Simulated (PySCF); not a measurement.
Several compounds and their computed core spectra got separated.

Method used: PySCF, delta-SCF UKS SCAN, pcX-2 on the ionised atom, pcseg-1 elsewhere, spin-free X2C. Geometries: PBE0-D3(BJ)/def2-SVP; isolated species, one conformer each.

Line lists (1s up to Mg, 2p3/2 beyond; areas count atoms within a level, one atom standing for each set equivalent by bonding):
1. C 1s: 290.14 (area 2), 290.52 (area 2), 290.89 (area 1) eV
2. C 1s: 287.36 (area 1), 288.99 (area 1) eV; O 1s: 531.20 (area 2), 532.90 (area 1) eV
3. C 1s: 292.68 (area 1), 293.09 (area 1) eV; F 1s: 693.18 (area 1), 693.45 (area 1) eV; Si 2p3/2: 107.40 eV

Structures:
A. `COC(=O)[O-]`
B. `C=CCC=C`
C. `F/C=C(\F)[SiH3]`

Q: Match each list to its structure.

A: 
- 1 = B: no other candidate has this set of levels. C 1s: 290.14 terminal =CH2 carbon (×2), 290.52 alkene CH carbon (×2), 290.89 allylic carbon.
- 2 = A: no other candidate has this set of levels. C 1s: 287.36 methoxy carbon, 288.99 carbonate carbon; O 1s: 531.20 oxygen bonded to C (×2), 532.90 oxygen singly bound to a carbonyl carbon.
- 3 = C: no other candidate has this set of levels. C 1s: 292.68 vinylic C–F carbon, 293.09 vinylic C–F carbon; F 1s: 693.18 vinyl fluorine, 693.45 vinyl fluorine; Si 2p3/2: 107.40 SiH3 silicon.

2p3/2 and 2p1/2 are the ΔSCF energy of one spin-free 2p hole plus the eigenvalues of a spin–orbit and ligand-field matrix of the shell.
